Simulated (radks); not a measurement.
Results of a calculation; reference values are marked as such.
Q: Ce4.75+, configuration [Kr] 4d10 4f(up 0.5, down 0.5) 5s2 5p(up 2.25, down 2) (fractional occupations, a model configuration). Code: a radial shooting solver on a logarithmic mesh with Libxc functionals. Model: scalar-relativistic Kohn-Sham, LDA (Slater exchange, Perdew-Wang correlation), spin-polarised, spherical densities, finite nucleus; Fermi nuclear charge, rms radius 4.8771 fm. Some entries of the table are withheld. Estimate them.

orbital  occ.  eigenvalue (eV)  <1/r> (bohr^-1)
1s up       1        -40276.13            63.28
1s down     1        -40276.11            63.28
2s up       1        -6492.491            14.59
2s down     1        -6492.479            14.59
2p up       3        -5823.429            13.82
2p down     3        -5823.413            13.82
3s up       1        -1436.845            5.293
3s down     1        -1436.827            5.293
3p up       3        -1223.965            5.015
3p down     3        -1223.946            5.015
3d up       5        -920.6210            4.759
3d down     5        -920.6032            4.759
4s up       1        -329.8271            2.215
4s down     1        -329.7920            2.215
4p up       3        -260.2080            2.043
4p down     3        -260.1696            2.043
4d up       5              (1)              (2)
4d down     5              (3)              (4)
5s up       1         -87.3230           0.9110
5s down     1         -87.1179           0.9113
5p up    2.25         -68.4714           0.8031
5p down     2         -68.2639           0.8030
4f up     0.5         -53.9366            1.282
4f down   0.5         -53.8371            1.283

A: 
(1) 4d up eigenvalue (eV): -159.8886
(2) 4d up <1/r> (bohr^-1): 1.784
(3) 4d down eigenvalue (eV): -159.8383
(4) 4d down <1/r> (bohr^-1): 1.784
